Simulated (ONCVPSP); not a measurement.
## Pt (Z = 78): one change to an ONCV potential, before and after

platinum, optimised norm-conserving Vanderbilt (ONCV), made with ONCVPSP 4.0.1 (PBEsol, scalar-relativistic). Core [Kr] 4d10 4f14, reference 5s2 5p6 5d9 (charge +1). Waves: 5s: rc 0.95 bohr, ncon 4, nbas 8, qcut 7 1/bohr, 2 projectors, debl 2.1 Ha; 5p: rc 1.75 bohr, ncon 3, nbas 7, qcut 9.2 1/bohr, 2 projectors, debl 1.4 Ha; 5d: rc 1.70 bohr, ncon 3, nbas 7, qcut 8.3 1/bohr, 1 projector; f scattering state at 0.04 Ha: rc 1.40 bohr, ncon 4, nbas 7, qcut 7.4 1/bohr, 2 projectors, debl 3.4 Ha. Local part: polynomial inside 0.60 bohr (lpopt 5, dvloc0 4 Ha). Core correction: Teter function, fcfact 5, rcfact 1.7.

In the s channel the program set the typed energies aside and used -4.047, 0.250 Ha. In the p channel the program set the typed energies aside and used -2.364, 0.250 Ha.

Change: all radii but the core radius scaled by about 0.82 (s 0.78, p 1.44, d 1.40, f 1.16 bohr); local potential polynomial inside 0.50 bohr (lpopt 5, dvloc0 4 Ha).

Cutoffs: the cutoffs (Ha) at which the residual kinetic energy of the hardest occupied pseudo-wave falls to 1 and 0.1 mHa per electron; they do not see the model core or the augmentation charge, which bear on the density cutoff. Errors are all-electron minus pseudo energies relative to the spin-unpolarised reference configuration.

Question: What does the change do?

Answer: The potential gets harder (159 Ha and 193 Ha → 292 Ha and 408 Ha); the bound ghosts move from f, p, s to d, f, p, s; the lowest positive-energy flag moves from d at 31.5 eV to none; the number of tests with a reliable result goes from 4 to 3; of the 3 tests that both files solve, the error grows in 2 and shrinks in 0 by more than 15 % and 0.3 meV (median size 1.3 → 6.4 meV). A smaller radius makes the pseudo-wave follow the all-electron one further in, where it bends more sharply, so more plane waves are needed.

```csv
quantity,base,changed
"cutoff, loose",159 Ha,292 Ha
"cutoff, tight",193 Ha,408 Ha
loose cutoff by channel,"s 159 Ha, p 22 Ha, d 20 Ha","s 292 Ha, p 30 Ha, d 19 Ha"
bound ghosts,"s, p, f","s, p, d, f"
GHOST(+) flags under 300 eV,d at 31.5 eV,none
tests with a reliable result,4 of 4,3 of 4
"error for 5s2 5p6 5d8, meV [ΔE 20.00 eV]",-0.2,-6.4
"error for 5s2 5p6 5d7, meV [ΔE 52.25 eV]",-3.6,-37
"error for 5s2 5p6 5d9 6p1, meV [ΔE -4.09 eV]",+1.3,+1.3
"rms error of d²Exc/dni dnj with the model core, mHa",4.33,4.32
```

 A true bound ghost makes a file unfit for plane-wave use even where its test errors are small: the radial tests pick states by their node count and pass the ghost by.
